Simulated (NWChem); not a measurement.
# Extrapolating the MP2 correlation energy of BeO

SMILES: [Be]=[O]
```xyz
2

Be     0.0000     0.0000     0.9063
O      0.0000     0.0000    -0.4531
```
Charge 0, spin multiplicity 1.

Program: NWChem. All single points use one geometry, from PBE/def2-SVP, a minimum by its harmonic frequencies.

The correlated methods keep 2 core orbitals frozen. The structure started from a generated list of species.

Worked example. The MP2 correlation energy is -302.55 mHa in cc-pVTZ and -324.03 mHa in cc-pVQZ. The form E(X) = E∞ + A/X³ turns the pair into an estimate of the basis-set limit.

E∞ = (4³·(-324.03) − 3³·(-302.55))/(4³ − 3³) = -339.7 mHa. The larger basis holds 95 % of that. This is a two-point estimate.
